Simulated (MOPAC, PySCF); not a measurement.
Molecule: CClF (charge 0, singlet). SMILES: F[C]Cl
Structure (B3LYP-D3(BJ)/def2-TZVP (Ansatz) minimum search):
```
C
F 1 1.2975
Cl 1 1.7557 2 106.70
```
Charge 0, spin multiplicity 1.

Unscaled harmonic wavenumbers (cm⁻¹) in rising order, each level at the stationary point that it reaches from this structure (no distance between atoms moves by over 0.3 Å); the order of modes can differ between levels, and a negative number is imaginary. B3LYP-D3(BJ)/def2-TZVP (PySCF, at the structure above): 441, 733, 1170.

AM1 (MOPAC): 449, 773, 1467. Zero-point energy 3.8 against 3.4 kcal/mol; where all levels lie over 400 cm⁻¹, the wavenumbers are on average 1.154 times those of B3LYP-D3(BJ)/def2-TZVP.

PM6 (MOPAC): 408, 715, 1261. Zero-point energy 3.4 against 3.4 kcal/mol; where all levels lie over 400 cm⁻¹, the wavenumbers are on average 1.027 times those of B3LYP-D3(BJ)/def2-TZVP.

PM7 (MOPAC): 369, 684, 1457. Zero-point energy 3.6 against 3.4 kcal/mol; where all levels lie over 400 cm⁻¹, the wavenumbers are on average 1.089 times those of B3LYP-D3(BJ)/def2-TZVP.
